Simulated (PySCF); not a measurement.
# Removing an electron from `FC(F)c1ccccn1`

Compound: C6H5F2N.
Z-matrix (Å and degrees, PBE0-D3(BJ)/def2-SVP geometry), rows numbered from 1:
```
F 
C   1  1.3524
F   2  1.3529  1  106.99
C   2  1.5061  1  110.36  3  -119.85
C   4  1.3965  2  120.24  1    46.27
C   5  1.3902  4  118.05  2   178.10
C   6  1.3938  5  118.67  4     0.16
C   7  1.3940  6  118.49  5     0.12
N   4  1.3285  2  116.05  1  -135.14
H   2  1.1020  1  109.58  3   118.17
H   5  1.0915  4  120.18  2    -2.27
H   6  1.0927  5  120.61  4  -179.98
H   7  1.0919  6  121.21  5   179.96
H   8  1.0957  7  120.36  6   179.65
```

Level: PBE0/def2-SVPD (PySCF). Frontier orbitals with their largest atomic shares (Löwdin; up to four atoms above 4 %):

| orbital | ε (eV) | main atoms |
| --- | --- | --- |
| HOMO−3 | -9.92 | F3 22 %, C2 19 %, F1 19 %, C4 13 % |
| HOMO−2 | -8.82 | C6 29 %, N9 23 %, C7 15 %, C5 14 % |
| HOMO−1 | -8.06 | C8 20 %, C5 20 %, C7 19 %, C4 19 % |
| HOMO | -7.96 | ? |
| LUMO | -1.30 | N9 22 %, C6 21 %, C4 17 %, C7 16 % |
| LUMO+1 | -1.09 | C5 23 %, C8 22 %, C7 13 %, C4 11 % |
| LUMO+2 | 0.72 | C6 17 %, C7 16 %, H12 14 %, H13 12 % |

Q: What vertical ionisation energy does ΔSCF give, and how far is −ε(HOMO) from it?

A: ΔSCF: 9.93 eV (958 kJ/mol; threshold wavelength 125 nm); ⟨S²⟩ of the doublet left behind is 0.759, against 0.75 for a pure doublet. −ε(HOMO) is 7.96 eV, 1.97 eV below it. In exact Kohn–Sham theory the two would be equal; PBE0 (global hybrid, 25 % exact exchange) falls short of its own ΔSCF value by 20 %. Holes in the HOMO−1 and HOMO−2 were tried too where these lie within 1.2 eV of the HOMO; the lowest converged state counts.

Q: On which atoms does the HOMO lie?

A: N9 (pyridine-type nitrogen) 56 %, C8 (aromatic CH next to a ring nitrogen) 10 %, C4 (substituted aromatic carbon) 10 %, C5 (aromatic CH carbon) 5 %, so more than half of it is on one atom. The HOMO−1 lies 0.10 eV lower.

Q: And the vertical electron affinity, the fundamental gap, Mulliken's electronegativity and the hardness (with the factor ½)?

A: EA = -0.52 eV by ΔSCF (−ε(LUMO) = 1.30 eV); a negative value means that the added electron isn't bound at this geometry and level, and the number then depends on the basis. IE − EA = 10.45 eV against an orbital gap of 6.66 eV; (IE + EA)/2 = 4.71 eV; (IE − EA)/2 = 5.22 eV.

Q: How many of the 10 lowest singlet excitations (vertical TDDFT, same level) lie below the ionisation energy?

A: All 10; they run from 4.94 to 7.66 eV.

Q: Shift the occupied levels rigidly so that −ε(HOMO) equals the ΔSCF value. What binding energies result?

A: The shift is +1.97 eV: HOMO 9.93, HOMO−1 10.03, HOMO−2 10.79, HOMO−3 11.89 eV. A rigid shift is only a rough guide to the deeper ionisations.

Isolated species at its PBE0-D3(BJ)/def2-SVP geometry (one conformer only).
